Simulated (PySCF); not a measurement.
# Dipole moment and polarisability across levels of theory

Species: C3H12AsGa.
Atom-mapped SMILES: `[CH3:1][CH:2]([CH3:3])[GaH2-:4][AsH3+:5]` (hydrogens: H6, H7, H8 on C1; H9 on C2; H10, H11, H12 on C3; H13, H14 on Ga4; H15, H16, H17 on As5)

PySCF, dipoles from the SCF density, polarisabilities from static response with core orbitals frozen. One conformer (not necessarily the lowest) at the PBE0-D3(BJ)/def2-SVP geometry, without solvent, vibrations or thermal averaging. The LDA/def2-SVPD calculation is non-relativistic and has no spin–orbit coupling, an omission that weighs most on arsenic and gallium.

The anisotropy is √(½[(α1 − α2)² + (α2 − α3)² + (α3 − α1)²]).

```json
{"level": "LDA/def2-SVPD", "μ (D)": "2.926", "α (au)": "114.04", "anisotropy (au)": "19.25"}
{"level": "PBE/def2-SVPD", "μ (D)": "2.861", "α (au)": "111.33", "anisotropy (au)": "18.51"}
{"level": "B3LYP/def2-SVPD", "μ (D)": "2.860", "α (au)": "107.52", "anisotropy (au)": "16.63"}
{"level": "PBE0/def2-SVPD", "μ (D)": "2.991", "α (au)": "106.61", "anisotropy (au)": "16.43"}
{"level": "BHandHLYP/def2-SVPD", "μ (D)": "2.981", "α (au)": "102.99", "anisotropy (au)": "14.71"}
{"level": "CAM-B3LYP/def2-SVPD", "μ (D)": "2.971", "α (au)": "105.20", "anisotropy (au)": "15.33"}
{"level": "wB97X-D/def2-SVPD", "μ (D)": "3.014", "α (au)": "105.44", "anisotropy (au)": "15.23"}
{"level": "LC-wPBE/def2-SVPD", "μ (D)": "3.149", "α (au)": "102.06", "anisotropy (au)": "14.31"}
{"level": "HF/def2-SVPD", "μ (D)": "3.129", "α (au)": "98.21", "anisotropy (au)": "12.41"}
{"level": "PBE0/6-31G*", "μ (D)": "3.220", "α (au)": "89.70", "anisotropy (au)": "16.27"}
{"level": "PBE0/def2-SVP", "μ (D)": "3.165", "α (au)": "93.42", "anisotropy (au)": "14.77"}
{"level": "PBE0/aug-cc-pVDZ", "μ (D)": "2.951", "α (au)": "108.43", "anisotropy (au)": "16.38"}
{"level": "PBE0/def2-TZVP", "μ (D)": "2.971", "α (au)": "102.85", "anisotropy (au)": "16.27"}
```

The dipole runs from 2.86 D (B3LYP/def2-SVPD) to 3.22 D (PBE0/6-31G*). No reference polarisability is at hand; against PBE0 in the largest diffuse basis at hand (aug-cc-pVDZ) the other PBE0 rows deviate by 6-31G* -17%, def2-SVP -14%, def2-SVPD -2%, def2-TZVP -5%. In one basis (def2-SVPD) the functionals order the polarisability from HF (lowest) to LDA (highest), a spread of 16%. With PBE0 the polarisability is 95.32 au without diffuse functions (mean of 6-31G*, def2-SVP and def2-TZVP) and 107.52 au with them (mean of def2-SVPD and aug-cc-pVDZ).
